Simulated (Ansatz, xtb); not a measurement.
**Two isomers of C3H5NSSi**

Structure I is `[SiH3]c1cscn1`, a singlet and structure II is `[SiH3]c1cncs1`, a singlet. Both are isolated molecules in the gas phase, relaxed with B3LYP-D3(BJ)/def2-SVP.

I (Å):

```xyz
11

C     0.6694    0.7164    1.1154
C     1.8069    1.2015    1.7210
C     0.4527   -0.2789    3.0866
N    -0.0845   -0.1254    1.9164
S     1.9459    0.5948    3.3342
Si    0.0924    1.0932   -0.6321
H    -1.2485    1.7425   -0.6093
H     1.0794    2.0184   -1.2614
H     0.0086   -0.1594   -1.4345
H     2.5562    1.8735    1.3057
H     0.0341   -0.8986    3.8833
```

II (Å):

```yaml
atoms:
  - { symbol: C, position_ang: [0.5261, 0.6811, 1.0465] }
  - { symbol: C, position_ang: [1.7154, 1.0444, 1.6482] }
  - { symbol: C, position_ang: [1.0376, -0.3299, 3.2224] }
  - { symbol: N, position_ang: [1.9927, 0.4754, 2.8622] }
  - { symbol: S, position_ang: [-0.2828, -0.4515, 2.0916] }
  - { symbol: Si, position_ang: [-0.1459, 1.2689, -0.5966] }
  - { symbol: H, position_ang: [-1.4591, 1.9519, -0.4202] }
  - { symbol: H, position_ang: [0.8469, 2.2242, -1.1619] }
  - { symbol: H, position_ang: [-0.3351, 0.1251, -1.5336] }
  - { symbol: H, position_ang: [2.4287, 1.7473, 1.2126] }
  - { symbol: H, position_ang: [1.0305, -0.9013, 4.1537] }
```

Quicker runs give these differences E(II) − E(I): GFN2-xTB −0.025 eV; HF/STO-3G −0.016 eV (at GFN2-xTB geometries); r2SCAN-D4/def2-SVP −0.123 eV (at GFN2-xTB geometries).

Task: Estimate E(II) − E(I) at the level CCSD(T)/def2-SVP + ΔMP2/def2-TZVPP.

Result: Calculated at CCSD(T)/def2-SVP + ΔMP2/def2-TZVPP: E(II) − E(I) = −0.114 eV, so structure II lies lower.

The same difference at several levels:

```tsv
level	geometry	E(II) − E(I) (eV)	departure from the last row (eV)	job, with rough time for the two
GFN2-xTB	GFN2-xTB	−0.025	+0.090	optimisation, 0.12 s
HF/STO-3G	GFN2-xTB	−0.016	+0.099	single point, 0.32 s
r2SCAN-D4/def2-SVP	GFN2-xTB	−0.123	−0.009	single point, 2.6 s
B3LYP-D3(BJ)/def2-SVP	B3LYP-D3(BJ)/def2-SVP	−0.106	+0.009	optimisation, 28 s
HF/def2-SVP	B3LYP-D3(BJ)/def2-SVP	−0.121	−0.006	part of the CCSD(T) run
MP2/def2-SVP	B3LYP-D3(BJ)/def2-SVP	−0.110	+0.004	part of the CCSD(T) run
CCSD(T)/def2-SVP	B3LYP-D3(BJ)/def2-SVP	−0.106	+0.008	single point
CCSD(T)/def2-SVP + ΔMP2/def2-TZVPP	B3LYP-D3(BJ)/def2-SVP	−0.114		single point, 27 s
```

As drawn, both hold the same kinds of bond in the same numbers.

HF/STO-3G finds them nearly level. The largest departure from CCSD(T)/def2-SVP + ΔMP2/def2-TZVPP is that of HF/STO-3G, 0.099 eV. The last row adds to CCSD(T) the change of the MP2 difference between the two basis sets, here −0.008 eV.

With thermal terms from frequencies at re-optimised GFN2-xTB minima (ideal gas, soft modes damped towards free rotors, one conformer each, 298.15 K, 1 atm): the zero-point term adds +0.009 eV; ΔH is −0.106 and ΔG −0.105 eV.

The correlated steps freeze 14 core orbitals. Codes used: Ansatz 0.2.0, xtb 6.7.1; the last row on 2 threads of Intel(R) Xeon(R) 6975P-C (Granite Rapids) on a shared host.
